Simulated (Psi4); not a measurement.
HO (SMILES [OH]), doublet, at a GFN2-xTB geometry; HF/pcseg-1 (Psi4).

The Psi4 input:
```
memory 2 GB

molecule mol {
0 2
  O    -0.000000   -0.000000   -0.107036
  H     0.000000    0.000000    0.856289
}

set basis pcseg-1
set reference uhf
set stability_analysis follow
set scf_type pk

energy('scf')
print_variables()
```

Question: Predict the main parts of the log of this Psi4 run.

Answer: 
```
   => Loading Basis Set <=

    Name: PCSEG-1
    Role: ORBITAL
    Keyword: BASIS

         ---------------------------------------------------------
                                   SCF
               by Justin Turney, Rob Parrish, Andy Simmonett
                          and Daniel G. A. Smith
                              UHF Reference
         ---------------------------------------------------------

  ==> Geometry <==

    Molecular point group: c2v
    Full point group: C_inf_v

    Geometry (in Angstrom), charge = 0, multiplicity = 2:

       Center              X                  Y                   Z               Mass
    ------------   -----------------  -----------------  -----------------  -----------------
         O            0.000000000000     0.000000000000    -0.057100389058    15.994914619570
         H            0.000000000000     0.000000000000     0.906224610942     1.007825032230

  Running in c2v symmetry.

  Rotational constants: A = ************  B =     19.16032  C =     19.16032 [cm^-1]
  Rotational constants: A = ************  B = 574411.82873  C = 574411.82873 [MHz]
  Nuclear repulsion =    4.394589245955416

  Charge       = 0
  Multiplicity = 2
  Electrons    = 9
  Nalpha       = 5
  Nbeta        = 4

  ==> Algorithm <==

  SCF Algorithm Type is PK.
  DIIS enabled.
  MOM disabled.
  Fractional occupation disabled.
  Guess Type is SAD.
  Energy threshold   = 1.00e-06
  Density threshold  = 1.00e-06
  Integral threshold = 1.00e-12

  ==> Primary Basis <==

  Basis Set: PCSEG-1
    Blend: PCSEG-1
    Number of shells: 9
    Number of basis functions: 19
    Number of Cartesian functions: 20
    Spherical Harmonics?: true
    Max angular momentum: 2

  ==> Integral Setup <==

  Using in-core PK algorithm.
   Calculation information:
      Number of atoms:                   2
      Number of AO shells:               9
      Number of primitives:             18
      Number of atomic orbitals:        20
      Number of basis functions:        19

      Integral cutoff                 1.00e-12
      Number of threads:                 1

  Performing in-core PK
  Using 36290 doubles for integral storage.
  We computed 1035 shell quartets total.
  Whereas there are 1035 unique shell quartets.

  ==> DiskJK: Disk-Based J/K Matrices <==

    J tasked:                  Yes
    K tasked:                  Yes
    wK tasked:                  No
    Schwarz Cutoff:          1E-12

  Minimum eigenvalue in the overlap matrix is 5.8564040262E-02.
  Reciprocal condition number of the overlap matrix is 1.9745657060E-02.
    Using symmetric orthogonalization.

  ==> Pre-Iterations <==

  SCF Guess: Superposition of Atomic Densities via on-the-fly atomic UHF (no occupation information).

   -------------------------
    Irrep   Nso     Nmo
   -------------------------
     A1        10      10
     A2         1       1
     B1         4       4
     B2         4       4
   -------------------------
    Total      19      19
   -------------------------

  ==> Iterations <==

                        Total Energy        Delta E     RMS |[F,P]|

   @UHF iter SAD:   -74.62142699172135   -7.46214e+01   0.00000e+00
   @UHF iter   1:   -75.34765733639890   -7.26230e-01   1.78465e-02 DIIS/ADIIS
   @UHF iter   2:   -75.36652423474017   -1.88669e-02   6.34568e-03 DIIS/ADIIS
   @UHF iter   3:   -75.36866751703616   -2.14328e-03   1.92182e-03 DIIS/ADIIS
   @UHF iter   4:   -75.36900775402074   -3.40237e-04   6.08067e-04 DIIS/ADIIS
   @UHF iter   5:   -75.36906144068519   -5.36867e-05   2.54363e-04 DIIS/ADIIS
   @UHF iter   6:   -75.36907504776990   -1.36071e-05   8.59569e-05 DIIS
   @UHF iter   7:   -75.36907701459870   -1.96683e-06   2.41054e-05 DIIS
   @UHF iter   8:   -75.36907716343069   -1.48832e-07   5.65496e-06 DIIS
   @UHF iter   9:   -75.36907716948680   -6.05611e-09   1.09023e-06 DIIS
   @UHF iter  10:   -75.36907716969593   -2.09127e-10   9.88082e-08 DIIS
  Energy and wave function converged.

    Wavefunction stable under totally symmetric rotations.
    Lowest totally symmetric eigenvalue: 0.347499
    Lowest UHF->UHF stability eigenvalues:
      A2 0.000000        B1 0.159931        B2 0.306094        A1 0.347499

    Stability analysis over.

  ==> Post-Iterations <==

   @Spin Contamination Metric:   4.721250533E-03
   @S^2 Expected:                7.500000000E-01
   @S^2 Observed:                7.547212505E-01
   @S   Expected:                5.000000000E-01
   @S   Observed:                5.000000000E-01

    Orbital Energies [Eh]
    ---------------------

    Alpha Occupied:

[...]
    Alpha Virtual:

[...]
    Beta Occupied:

[...]
       1B2    -0.510662

    Beta Virtual:

[...]
    Final Occupation by Irrep:
             A1    A2    B1    B2
    DOCC [     3,    0,    0,    1 ]
    SOCC [     0,    0,    1,    0 ]
    NA   [     3,    0,    1,    1 ]
    NB   [     3,    0,    0,    1 ]

  @UHF Final Energy:   -75.36907716969593

   => Energetics <=

    Nuclear Repulsion Energy =              4.3945892459554159
    One-Electron Energy =                -112.6761757228262013
    Two-Electron Energy =                  32.9125093071748509
    Total Energy =                        -75.3690771696959416

  UHF NO Occupations:
  HONO-2 :    2 A1 1.9995122
  HONO-1 :    3 A1 1.9983564
  HONO-0 :    1 B1 1.0000000
  LUNO+0 :    4 A1 0.0016436
  LUNO+1 :    5 A1 0.0004878
  LUNO+2 :    2 B2 0.0002306
  LUNO+3 :    6 A1 0.0000002

Computation Completed

Properties will be evaluated at   0.000000,   0.000000,   0.000000 [a0]

Properties computed using the SCF density matrix

 Multipole Moments:

 ------------------------------------------------------------------------------------
     Multipole            Electronic (a.u.)      Nuclear  (a.u.)        Total (a.u.)
 ------------------------------------------------------------------------------------

 L = 1.  Multiply by 2.5417464519 to convert [e a0] to [Debye]
 Dipole X            :          0.0000000            0.0000000            0.0000000
 Dipole Y            :          0.0000000            0.0000000            0.0000000
 Dipole Z            :         -0.1161838            0.8492835            0.7330998
 Magnitude           :                                                    0.7330998

 ------------------------------------------------------------------------------------

  Variable Map:
  ----------------------------------------------------------------------------
[...]
[...]
```
